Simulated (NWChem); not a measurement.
System: AuCl; SMILES [Cl][Au]

Here is an NWChem input.

```
start job
memory heap 200 mb stack 900 mb global 1100 mb
geometry units angstroms noautosym nocenter noautoz
  Au     0.000000     0.000000    -0.404103
  Cl     0.000000     0.000000     1.848869
end
basis spherical
  * library def2-tzvpd
end
ecp
  Au library def2-ecp
end
dft
  xc hfexch
  iterations 150
end
property
  response 1 0.0
end
task dft property
```

All runs use the structure optimised with PBE0/def2-SVP. def2 effective core potentials on Au; no spin-orbit coupling.

Static field.

Q: What results follow from this input? (Hartree-Fock/def2-TZVPD with def2 effective core potentials on Au.) Quantities: basis functions; isotropic polarisability (bohr³); anisotropy (bohr³).

A: 
```
Quantity                          Result
--------------------------------  ------
number of basis functions             89
isotropic polarisability (bohr³)    39.6
anisotropy (bohr³)                  16.2
```
